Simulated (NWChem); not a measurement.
# BeH₂Se; SMILES [BeH][SeH]

```xyz
4

Be     0.1048    -1.5532     0.0000
H      0.0483    -2.8787     0.0000
Se     0.2237     0.4861     0.0000
H     -1.2574     0.5796     0.0000
```
Atoms are numbered in this order, from 1.

Computed with NWChem. Geometry: optimised at B3LYP/6-31G* (spherical d). GIAO values for the isolated, static molecule; σ is the absolute isotropic shielding, δ = σ(reference) − σ with the isolated reference molecule computed at the same levels (1H: tetramethylsilane). Spin-orbit effects, on the heavy nuclei and on their neighbours, are missing.

Q: What does the run give for PBE/x2c-SVPall-s, scalar ZORA without spin-orbit coupling? Quantities: σ Be1 (ppm); δ H2 (ppm); σ Se3 (ppm); δ H4 (ppm).

A: 
```json
{
 "σ Be1 (ppm)": "75.5",
 "δ H2 (ppm)": "3.56",
 "σ Se3 (ppm)": "2038.6",
 "δ H4 (ppm)": "0.89"
}
```
